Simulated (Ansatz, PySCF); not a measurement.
Species: sum formula BN₂H₅F, charge 1, multiplicity 1. It need not be the lowest isomer of its formula. 
Structure (B3LYP-D3(BJ)/def2-TZVP (Ansatz, a quantum-chemistry and plane-wave program) minimum search):
```xyz
9

B     -0.1211     0.1160     0.0052
F      0.2746     1.3676     0.0306
N      1.0919    -0.8783    -0.0423
N     -1.4056    -0.3474     0.0161
H      1.6718    -0.6919    -0.8674
H      1.7011    -0.7344     0.7700
H     -2.1841     0.2978     0.0468
H     -1.6924    -1.3133    -0.0038
H      0.8327    -1.8662    -0.0633
```
Charge +1, spin multiplicity 1.

Total electronic energies in hartree. Correlated levels leave the core frozen unless marked. No spin-orbit coupling. Non-relativistic. CBS(X,Y): correlation extrapolated as X^-3; Hartree-Fock from the larger set. The bracket is a focal-point correction in the basis named.

```json
[
 {"level": "HF/cc-pVDZ", "program": "Ansatz", "energy (Eh)": "-235.86205"},
 {"level": "HF-D4/def2-TZVPD", "program": "PySCF + dftd4", "energy (Eh)": "-235.96462"},
 {"level": "RI-HF/cc-pVTZ", "program": "Ansatz", "energy (Eh)": "-235.94317"},
 {"level": "PBE/def2-TZVPD", "program": "Ansatz", "energy (Eh)": "-236.92114"},
 {"level": "BLYP/def2-TZVPD", "program": "Ansatz", "energy (Eh)": "-237.13548"},
 {"level": "PBE0-D4/def2-TZVP", "program": "Ansatz + dftd4", "energy (Eh)": "-236.93855"},
 {"level": "r2SCANh/def2-TZVPD", "program": "Ansatz", "energy (Eh)": "-237.06333"},
 {"level": "LC-wPBE/def2-TZVPD", "program": "Ansatz", "energy (Eh)": "-237.05531"},
 {"level": "B2PLYP-D4/def2-TZVPD", "program": "Ansatz + dftd4", "energy (Eh)": "-237.03070"},
 {"level": "B2PLYP/def2-TZVPD", "program": "Ansatz", "energy (Eh)": "-237.02816"},
 {"level": "CCSD/cc-pVDZ", "program": "Ansatz", "energy (Eh)": "-236.50186"},
 {"level": "CCSD/cc-pVQZ", "program": "Ansatz", "energy (Eh)": "-236.80611"},
 {"level": "CCSD(T)/cc-pVQZ", "program": "Ansatz", "energy (Eh)": "-236.83616"},
 {"level": "RI-MP2/CBS(cc-pVTZ,cc-pVQZ)+[CCSD(T)-MP2]/cc-pVDZ", "program": "Ansatz", "energy (Eh)": "-236.8784"},
 {"level": "CCSD(T)/CBS(cc-pVTZ,cc-pVQZ)", "program": "Ansatz", "energy (Eh)": "-236.8762"}
]
```

Totals of different functionals don't rank their quality; only differences between species are comparable.
